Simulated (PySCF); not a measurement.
PySCF 2.14 output of an unrestricted TPSS calculation on a single atom or ion in aug-cc-pVDZ-X2C, with scalar relativity by spin-free X2C-1e:

```
SCF conv_tol = 1e-09
number electrons alpha = 10  beta = 10
    J. Tao, J. P. Perdew, V. N. Staroverov, and G. E. Scuseria.,  Phys. Rev. Lett. 91, 146401 (2003)
    J. P. Perdew, J. Tao, V. N. Staroverov, and G. E. Scuseria.,  J. Chem. Phys. 120, 6898 (2004)
    J. Tao, J. P. Perdew, V. N. Staroverov, and G. E. Scuseria.,  Phys. Rev. Lett. 91, 146401 (2003)
    J. P. Perdew, J. Tao, V. N. Staroverov, and G. E. Scuseria.,  J. Chem. Phys. 120, 6898 (2004)
cycle= 1 E= -680.464321491309  delta_E= -0.000912  |g|= 0.00298  |ddm|= 0.461
cycle= 2 E= -680.464329057408  delta_E= -7.57e-06  |g|= 0.000646  |ddm|= 0.0193
cycle= 3 E= -680.46432946393  delta_E= -4.07e-07  |g|= 2.74e-05  |ddm|= 0.0096
cycle= 4 E= -680.464329464872  delta_E= -9.41e-10  |g|= 1.36e-06  |ddm|= 0.00062
converged SCF energy = -680.464329464872  <S^2> = 0  2S+1 = 1
```

The run itself started from symmetry-adapted Hartree-Fock orbitals and held the occupation by maximum overlap, on a logarithmic radial grid, so the iterations belong to that start.

**Question.** Which element, charge and spin multiplicity is this?

**Answer.** Ca (calcium, neutral), multiplicity 1; the state was [Ar] 4s2, closed-shell 1S.
